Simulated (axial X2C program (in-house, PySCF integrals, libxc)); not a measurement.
# Nuclear properties of ClSbCl⁺

Calculated with an in-house all-electron X2C program for linear molecules (integrals from PySCF): two-component X2C with atomic mean-field Coulomb and Gaunt terms, Gaussian nuclei, basis Cl dyall-av3z, Sb dyall-v3z with contracted cores.

Cl–Sb–Cl held linear, with bonds 2.362 and 2.362 Å (near the PBE0 minimum at charge 1 of the determinant lowest at the starting distance; the state shown can have its own minimum elsewhere, held linear; other orders of the atoms were not compared).

Input and command:
```json
{"zs": [17, 51, 17], "q": 1, "bas": ["dyall-av3z", "dyall-v3z", "dyall-av3z"], "r0": [2.39, 2.39], "symm": 1, "scan": ["PBE0", "HF", "BHandHLYP"], "levels": ["PBE0", "HF", "B3LYP"], "nst": 2}
```
```bash
python solin.py task.json out
```

Keys: zs atomic numbers; q charge; bas basis sets; r0 starting distance in Å; symm equal bonds; scan levels of the two-bond scan; levels methods; nst determinants followed.

Determinant lowest in the PBE0 search, Ω = 0 (closed shell), highest spinor 70% Cl p, 13% Sb d, 11% Sb s:

| level | qzz Cl (a.u.) | qzz Sb (a.u.) |
| --- | --- | --- |
| PBE0 | -0.20 | -5.32 |
| HF | -0.07 | -6.06 |
| B3LYP | -0.30 | -5.06 |

qzz is the electric field gradient, eQq0 = 234.96 MHz × Q/barn × qzz. The operators were transformed with the bare-nucleus X2C matrices; with these basis sets, hyperfine constants and field gradients can be off by tens of per cent, and where levels differ in sign neither size nor sign is settled.

**Question.** With Q(121Sb) = -0.543 barn (Q from Pyykkö, Mol. Phys. 2018), turn the PBE0 values of the first state into constants in MHz.

**Answer.** eQq0(121Sb) = 234.96 × (-0.543) × (-5.32) = 679 MHz.

The molecule was held linear; bending was not examined, so a bent shape may lie lower.

Each state is one determinant with collinear spin. The search compared states at one distance, so a state with another bond length can lie lower. Further determinants of the search, some of them spin-mixed, are not shown. Where a field gradient or hyperfine factor spreads by more than a factor of two over the levels, a constant derived from it is not to be relied on.
